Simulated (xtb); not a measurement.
HfO₂ (SMILES [O]=[Hf]=[O]), singlet, from a rough starting geometry (GFN-xTB shapes and energies of metal compounds can be far from the true ones); GFN2-xTB run with xtb.

Input for xtb:
```
$ xtb mol.xyz --gfn 2 --opt vtight --json

# file mol.xyz
3

Hf     0.00852005    -0.00775675     0.04032494
O      1.32071093     0.29358205    -1.11506479
O     -1.37410553    -0.31350997     1.15723882
```

Output, abridged:

```
   ID    Z sym.   atoms
    1   72 Hf     1
    2    8 O      2, 3

           -------------------------------------------------
          |                Calculation Setup                |
           -------------------------------------------------

           -------------------------------------------------
          |                 G F N 2 - x T B                 |
           -------------------------------------------------

          ...................................................
          :                      SETUP                      :
          :.................................................:
          :  # basis functions                  18          :
          :  # atomic orbitals                  17          :
          :  # shells                            7          :
          :  # electrons                        16          :
          :  max. iterations                   250          :
          :  Hamiltonian                  GFN2-xTB          :
          :  restarted?                      false          :
          :  GBSA solvation                  false          :
          :  PC potential                    false          :
          :  electronic temp.          300.0000000     K    :
          :  accuracy                    1.0000000          :
          :  -> integral cutoff          0.2500000E+02      :
          :  -> integral neglect         0.1000000E-07      :
          :  -> SCF convergence          0.1000000E-05 Eh   :
          :  -> wf. convergence          0.1000000E-03 e    :
          :  Broyden damping             0.4000000          :
          :  net charge                          0          :
          :  unpaired electrons                  0          :
          ...................................................

 iter      E             dE          RMSdq      gap      omega  full diag
   1      6.3157137  0.631571E+01  0.618E+01    0.00       0.0  T
   2     -6.2907291 -0.126064E+02  0.364E+01   26.73       1.0  T
   3     -7.2198366 -0.929108E+00  0.297E+01   13.63       1.0  T
   4     -8.1324744 -0.912638E+00  0.311E+01    7.42       1.0  T
   5     -8.1602267 -0.277523E-01  0.316E+01    7.27       1.0  T
   6      6.9745186  0.151347E+02  0.862E+01    0.00       1.0  T
   7     -9.1774148 -0.161519E+02  0.109E+01    3.37       1.0  T
   8      7.1997042  0.163771E+02  0.809E+01    0.00       1.0  T
   9     -9.1797255 -0.163794E+02  0.239E+01    0.29       1.0  T
[...]
 * total energy  :    -9.5193626 Eh     change       -0.8495248E-03 Eh
 * total energy  :    -9.5179377 Eh     change        0.1424939E-02 Eh
 * total energy  :    -9.5209912 Eh     change       -0.3053547E-02 Eh
 * total energy  :    -9.5228360 Eh     change       -0.1844793E-02 Eh
 * total energy  :    -9.5316424 Eh     change       -0.8806404E-02 Eh
 * total energy  :    -9.5289900 Eh     change        0.2652419E-02 Eh
 * total energy  :    -9.5342002 Eh     change       -0.5210198E-02 Eh
 * total energy  :    -9.5344928 Eh     change       -0.2925845E-03 Eh
 * total energy  :    -9.5348621 Eh     change       -0.3692860E-03 Eh
 * total energy  :    -9.5348650 Eh     change       -0.2912846E-05 Eh
 * total energy  :    -9.5348655 Eh     change       -0.4733748E-06 Eh
 * total energy  :    -9.5348655 Eh     change       -0.1826383E-07 Eh
   *** GEOMETRY OPTIMIZATION CONVERGED AFTER 15 ITERATIONS ***
         :: total energy              -9.534865469390 Eh    ::
[...]
        13                         -0.2162399              -5.8842
        14                         -0.1617660              -4.4019
        15                         -0.1459687              -3.9720
        16                          0.1257413               3.4216
        17                          0.1642693               4.4700
      -------------------------------------------------------------
                  HL-Gap            0.0911285 Eh            2.4797 eV
             Fermi-level           -0.3726145 Eh          -10.1394 eV

     #   Z          covCN         q      C6AA      α(0)
     1  72 Hf       1.397     0.962   582.509    66.161
     2   8 O        0.699    -0.481    23.443     6.487
     3   8 O        0.699    -0.481    23.443     6.487

 Mol. C6AA /au·bohr⁶  :       1083.483969
 Mol. C8AA /au·bohr⁸  :     145600.704226
 Mol. α(0) /au        :         79.135010

Wiberg/Mayer (AO) data.
largest (>0.10) Wiberg bond orders for each atom

 ---------------------------------------------------------------------------
     #   Z sym  total        # sym  WBO       # sym  WBO       # sym  WBO
 ---------------------------------------------------------------------------
     1  72 Hf   3.905 --     2 O    1.952     3 O    1.952
     2   8 O    2.293 --     1 Hf   1.952     3 O    0.340
     3   8 O    2.293 --     1 Hf   1.952     2 O    0.340
 ---------------------------------------------------------------------------

Topologies differ in total number of bonds
Writing topology from bond orders to xtbtopo.mol

molecular dipole:
                 x           y           z       tot (Debye)
 q only:        1.164      -0.013       1.372
   full:        2.047      -0.023       2.413       8.043
molecular quadrupole (traceless):
                xx          xy          yy          xz          yz          zz
 q only:       -2.634      -1.488       2.859       6.301       1.181      -0.225
  q+dip:       -2.538      -1.636       1.554       8.971       1.215       0.983
   full:       -4.107      -2.341       4.282      10.173       1.841      -0.175

optimized geometry written to: xtbopt.xyz

           -------------------------------------------------
          | TOTAL ENERGY               -9.534865469390 Eh   |
          | GRADIENT NORM               0.000022038712 Eh/α |
          | HOMO-LUMO GAP               2.479732387651 eV   |
           -------------------------------------------------

normal termination of xtb
```
